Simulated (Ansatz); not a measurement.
A ladder of methods for BCl3 (boron trichloride)

BCl3 has 4 atoms, charge 0, and is taken as a singlet. SMILES: `ClB(Cl)Cl`. The coordinates come from a PBE0-D4/def2-TZVP relaxation.

```xyz
4

Cl   -0.2579    0.5164    1.6383
B     0.0000    0.0000    0.0000
Cl    0.9420   -1.4231   -0.3240
Cl   -0.6841    0.9066   -1.3143
```

Each level gives the energy change with the B2–Cl4 bond stretched from 1.737 to 4.343 Å (eV). The values are calculated.

```tsv
level	kind	program	value (eV)	less FCI/STO-3G
HF/STO-3G (restricted)	Hartree–Fock	Ansatz	9.05	+4.23
SVWN5/STO-3G (restricted)	LDA	Ansatz	6.75	+1.93
PBE/STO-3G (restricted)	GGA	Ansatz	6.23	+1.41
PBE0/STO-3G (restricted)	global hybrid	Ansatz	7.12	+2.30
MP2/STO-3G (restricted)	perturbation theory	Ansatz	5.90	+1.08
CCSD(T)/STO-3G (restricted)	coupled cluster or CI	Ansatz	4.38	-0.44
CCSDT(Q)/STO-3G (restricted)	coupled cluster or CI	Ansatz	4.90	+0.08
CCSDTQ/STO-3G (restricted)	coupled cluster or CI	Ansatz	4.82	0.00
FCI/STO-3G	exact in the basis	Ansatz	4.82	0.00
```

FCI/STO-3G is exact within its basis and frozen core, so for wave-function methods in that basis the difference is their error; functionals converge differently with the basis, so for them it is only a difference. A spin-restricted reference rises too steeply as a bond breaks; here HF/STO-3G, SVWN5/STO-3G, PBE/STO-3G, PBE0/STO-3G, MP2/STO-3G lie well above the multireference or unrestricted value. The first shape isn't each level's own minimum. The values span 4.38 to 9.05 eV. All rows use very small basis sets, so none should be taken for the real molecule's value.
